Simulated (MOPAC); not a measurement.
Job for MOPAC: AM1 on C2H6Sn (SMILES [CH3][Sn][CH3]), a point of a bond scan (R = 1.094 Å).

```
AM1 1SCF PRECISE CHARGE=0 THREADS=1
C2H6Sn

Sn     0.11049966 1    -0.05642200 1     0.41150884 1
C      0.48886593 1     1.54481729 1    -1.06852756 1
H     -0.46779753 1     1.93775913 1    -1.42440115 1
H      1.00714018 1     1.11945612 1    -1.93265368 1
H      1.08249157 1     2.36337787 1    -0.66374796 1
C     -1.05454507 1    -1.25597708 1    -1.03810297 1
H     -0.42606318 1    -1.48134684 1    -1.90440157 1
H     -1.90100089 1    -0.66304383 1    -1.39614904 1
H     -1.42567856 1    -2.18814390 1    -0.61430550 1
```

The log:

```
*******************************************************************************
 **                                                                           **
 **                              MOPAC v23.2.5                                **
 **                                                                           **
 *******************************************************************************
 ** MOPAC's Digital Object Identifier: https://doi.org/10.5281/zenodo.6511958 **
 **                                                                           **
 ** Please cite the open-source release paper for use of this MOPAC version:  **
 ** J. E. Moussa and J. J. P. Stewart (2026)                                  **
 ** MOPAC: An open-source semiempirical molecular orbital program             **
 ** J. Open Source Softw., 11(119), 8025, https://doi.org/10.21105/joss.08025 **
 *******************************************************************************

                              AM1 CALCULATION RESULTS

 *******************************************************************************
 *  AM1        - The AM1 Hamiltonian to be used
 *
 *
 *
 *                 CHARGE ON SYSTEM = 0
 *
 *
 *
 *  PRECISE    - TIGHTER CRITERIA TO BE USED
 *  1SCF       - DO 1 SCF AND THEN STOP
 *  THREADS=1  - MULTI-THREADING NOT USED
 *  T=         - A TIME OF 172800.0 SECONDS REQUESTED
 *  DUMP=N     - RESTART FILE WRITTEN EVERY 7200.0 SECONDS REQUESTED
 *******************************************************************************
AM1 1SCF PRECISE CHARGE=0 THREADS=1
 C2H6Sn

   ATOM   CHEMICAL          X               Y               Z
  NUMBER   SYMBOL      (ANGSTROMS)     (ANGSTROMS)     (ANGSTROMS)

     1      Sn          0.11049966  *  -0.05642200  *   0.41150884  *
     2       C          0.48886593  *   1.54481729  *  -1.06852756  *
     3       H         -0.46779753  *   1.93775913  *  -1.42440115  *
     4       H          1.00714018  *   1.11945612  *  -1.93265368  *
     5       H          1.08249157  *   2.36337787  *  -0.66374796  *
     6       C         -1.05454507  *  -1.25597708  *  -1.03810297  *
     7       H         -0.42606318  *  -1.48134684  *  -1.90440157  *
     8       H         -1.90100089  *  -0.66304383  *  -1.39614904  *
     9       H         -1.42567856  *  -2.18814390  *  -0.61430550  *



          CARTESIAN COORDINATES

    NO.       ATOM           X           Y           Z

     1        Sn          0.1105     -0.0564      0.4115
     2         C          0.4889      1.5448     -1.0685
     3         H         -0.4678      1.9378     -1.4244
     4         H          1.0071      1.1195     -1.9327
     5         H          1.0825      2.3634     -0.6637
     6         C         -1.0545     -1.2560     -1.0381
     7         H         -0.4261     -1.4813     -1.9044
     8         H         -1.9010     -0.6630     -1.3961
     9         H         -1.4257     -2.1881     -0.6143

  H: (AM1): M.J.S. DEWAR ET AL, J. AM. CHEM. SOC. 107 3902-3909 (1985)
  C: (AM1): M.J.S. DEWAR ET AL, J. AM. CHEM. SOC. 107 3902-3909 (1985)
 Sn: (AM1): J. J. P. STEWART, J. MOL. MOD., 10, 155-164 (2004)

           Empirical Formula: C2 H6 Sn  =     9 atoms



      MOLECULAR POINT GROUP   :   C2v


      RHF CALCULATION, NO. OF DOUBLY OCCUPIED LEVELS = 9


 -------------------------------------------------------------------------------
 AM1 1SCF PRECISE CHARGE=0 THREADS=1
 C2H6Sn



     1SCF WAS SPECIFIED, SO BFGS WAS NOT USED
     SCF FIELD WAS ACHIEVED


                              AM1 CALCULATION
                                                       MOPAC v23.2.5 Linux




          FINAL HEAT OF FORMATION =         18.59353 KCAL/MOL =      77.79534 KJ/MOL


          COSMO AREA              =        119.96 SQUARE ANGSTROMS
          COSMO VOLUME            =        111.70 CUBIC ANGSTROMS

          IONIZATION POTENTIAL    =          7.703701 EV
          HOMO LUMO ENERGIES (EV) =         -7.704 -1.155
          NO. OF FILLED LEVELS    =          9
          MOLECULAR WEIGHT        =        148.7594         POINT GROUP:  C2v

          MOLECULAR DIMENSIONS (Angstroms)

            Atom       Atom       Distance
            H     9    H     5     5.19709
           Sn     1    H     7     2.34030
           Sn     1    H     3     1.63211


          SCF CALCULATIONS        =          1





   ATOM   CHEMICAL          X               Y               Z
  NUMBER   SYMBOL      (ANGSTROMS)     (ANGSTROMS)     (ANGSTROMS)

     1      Sn          0.11049966  *  -0.05642200  *   0.41150884  *
     2       C          0.48886593  *   1.54481729  *  -1.06852756  *
     3       H         -0.46779753  *   1.93775913  *  -1.42440115  *
     4       H          1.00714018  *   1.11945612  *  -1.93265368  *
     5       H          1.08249157  *   2.36337787  *  -0.66374796  *
     6       C         -1.05454507  *  -1.25597708  *  -1.03810297  *
     7       H         -0.42606318  *  -1.48134684  *  -1.90440157  *
     8       H         -1.90100089  *  -0.66304383  *  -1.39614904  *
     9       H         -1.42567856  *  -2.18814390  *  -0.61430550  *

                             CARTESIAN COORDINATES

   1   Sn        0.110499660    -0.056422000     0.411508840
   2    C        0.488865930     1.544817290    -1.068527560
   3    H       -0.467797530     1.937759130    -1.424401150
   4    H        1.007140180     1.119456120    -1.932653680
   5    H        1.082491570     2.363377870    -0.663747960
   6    C       -1.054545070    -1.255977080    -1.038102970
   7    H       -0.426063180    -1.481346840    -1.904401570
   8    H       -1.901000890    -0.663043830    -1.396149040
   9    H       -1.425678560    -2.188143900    -0.614305500


           Empirical Formula: C2 H6 Sn  =     9 atoms



      MOLECULAR POINT GROUP   :   C2v


                  EIGENVALUES
 -29.08659 -27.14417 -13.71375 -13.02949 -12.96567 -12.62188 -12.46785  -9.46100
  -7.70370  -1.15475   1.79214   2.11549   5.27310   5.27798   5.43134   5.46638
   6.08889   6.13143


              NET ATOMIC CHARGES AND DIPOLE CONTRIBUTIONS

  ATOM NO.   TYPE          CHARGE      No. of ELECS.   s-Pop       p-Pop
    1         Sn           0.863471        3.1365     1.90439     1.23214
    2          C          -0.643644        4.6436     1.26847     3.37517
    3          H           0.069190        0.9308     0.93081
    4          H           0.069190        0.9308     0.93081
    5          H           0.073529        0.9265     0.92647
    6          C          -0.643644        4.6436     1.26847     3.37517
    7          H           0.069190        0.9308     0.93081
    8          H           0.069190        0.9308     0.93081
    9          H           0.073529        0.9265     0.92647
 DIPOLE           X         Y         Z       TOTAL
 POINT-CHG.     1.492    -0.762     5.556     5.803
 HYBRID        -1.218     0.622    -4.535     4.736
 SUM            0.274    -0.140     1.021     1.066


          ATOMIC ORBITAL ELECTRON POPULATIONS

     Atom    s        px        py        pz
    1 Sn   1.90439   0.21722   0.40864   0.60629
    2  C   1.26847   1.01550   1.18325   1.17642
    3  H   0.93081
    4  H   0.93081
    5  H   0.92647
    6  C   1.26847   1.09955   1.10537   1.17025
    7  H   0.93081
    8  H   0.93081
    9  H   0.92647

 **********************
 *                    *
 * JOB ENDED NORMALLY *
 *                    *
 **********************




 == MOPAC DONE ==
```

The run finished.

Cost: about 0.06 core-seconds (a rough figure).
